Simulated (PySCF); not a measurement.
# Substituent effects on chemical shifts

Parent skeleton `[CH3:1][C:2]#[C:3][Si:4]([NH2:5])([SiH3:6])[PH2:7]`; one hydrogen on atom 6 is replaced by X. Hydrogens on one atom are averaged.

[PySCF 2.14.0 with density-fitted response routines: geometry from GFN2-xTB; NMR shieldings at PBE0/pcSseg-1/GIAO; fast rotation and ring inversion assumed for equivalent nuclei; non-relativistic Hamiltonian; single conformer; no solvent]

References, each an isolated molecule treated in the same way: 13C (σ = 186.93 ppm), 29Si (σ = 349.16 ppm), 1H (σ = 31.72 ppm) vs TMS; 15N (σ = 267.73 ppm) vs NH3; H3PO4 for 31P (σ = 318.38 ppm).

(1) Give δ (ppm) for X = CN, CH3, NH2, PH2, ethynyl, NHCH3.

(2) Which position responds most, and to which substituents?

## Answers

(1) 
| X | SMILES | C1 | C2 | C3 | Si4 | N5 | Si6 | P7 | H(C1) | H(Si6) |
| --- | --- | --- | --- | --- | --- | --- | --- | --- | --- | --- |
| CN | CC#C[Si@@](N)(P)[SiH2]C#N | 5.9 | 117.0 | 88.4 | -35.7 | 22.5 | -103.9 | -287.0 | 2.12 | 4.19 |
| CH3 | CC#C[Si@](N)(P)[SiH2]C | 6.0 | 113.3 | 90.8 | -38.0 | 21.1 | -71.5 | -281.6 | 2.03 | 3.88 |
| NH2 | CC#C[Si@@](N)(P)[SiH2]N | 6.2 | 113.1 | 91.7 | -29.6 | 14.4 | -53.7 | -270.5 | 2.12 | 4.89 |
| PH2 | CC#C[Si@@](N)(P)[SiH2]P | 5.9 | 113.4 | 91.7 | -38.5 | 24.5 | -89.7 | -261.9 | 2.05 | 3.98 |
| ethynyl | C#C[SiH2][Si@](N)(P)C#CC | 6.0 | 114.0 | 89.8 | -38.9 | 22.5 | -96.8 | -287.1 | 2.07 | 4.24 |
| NHCH3 | CC#C[Si@](N)(P)[SiH2]NC | 6.0 | 112.2 | 92.9 | -41.6 | 28.7 | -42.9 | -257.8 | 2.03 | 4.93 |

(2) Si6: from -103.9 ppm with CN to -42.9 ppm with NHCH3.

Experimental scales use liquid or dissolved standards, which lie at an offset from isolated NH3 (liquid NH3: subtract about 20 ppm) and H3PO4. Unscaled 15N shifts of sp2 nitrogen come out 20 to 40 ppm too high even then.
